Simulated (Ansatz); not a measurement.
Total energies of CH5GeSSb, SMILES `[GeH3][Sb]1[CH2][S]1`.

```xyz
9

Ge   -1.052   -0.145    1.297
Sb   -0.434   -1.230   -1.019
C     0.992    0.344   -1.470
S     1.930   -0.938   -0.653
H    -0.927   -1.184    2.423
H    -0.072    1.011    1.557
H    -2.496    0.399    1.307
H     0.865    1.268   -0.914
H     1.195    0.475   -2.528
```

The species carries charge 0 and has multiplicity 1. Correlated methods include outer-core shells of Ge, Sb, which these sets cover unevenly. Scalar relativity is left out up to krypton. Sb takes the def2 core potential. Geometry: relaxed with PBE0-D4/def2-TZVP. Basis def2-TZVPP, Ansatz.

RPA on PBE orbitals: Hartree–Fock energy of these orbitals -2752.89255 Eh, correlation -1.47701 Eh (frozen core).

| functional | energy without D4 (Eh) | D4 term (kJ/mol) |
| --- | --- | --- |
| LDA (SPW92) | -2751.31976 | – |
| PBE | -2756.05439 | -27.3 |
| revPBE | -2756.40492 | -67.9 |
| BLYP | -2756.57520 | -58.2 |
| r2SCAN | -2756.63494 | -6.0 |
| B97M-V | -2756.11132 | – |
| PBE0 | -2756.15681 | -23.3 |
| B3LYP | -2756.74640 | -45.0 |
| r2SCANh | -2756.61021 | -6.7 |
| r2SCAN0 | -2756.57473 | -7.5 |
| HSE06 (plane-wave form) | -2756.14580 | -22.2 |
| BHLYP | -2756.47585 | -41.5 |
| CAM-B3LYP | -2756.68611 | -24.4 |
| LC-ωPBE | -2756.21004 | – |
| ωB97X-V | -2756.31475 | – |
| ωB97M-V | -2756.39218 | – |
| B2PLYP | -2755.85465 | – |
| PBE-QIDH | -2755.53770 | – |

B3LYP takes the VWN-RPA correlation (the form of Gaussian; ORCA's B3LYP/G). HSE06 is the plane-wave form, built on full-range PBE exchange. The double hybrids freeze the cores in their second-order part.

LC-ωPBE has ω = 0.4 bohr⁻¹.
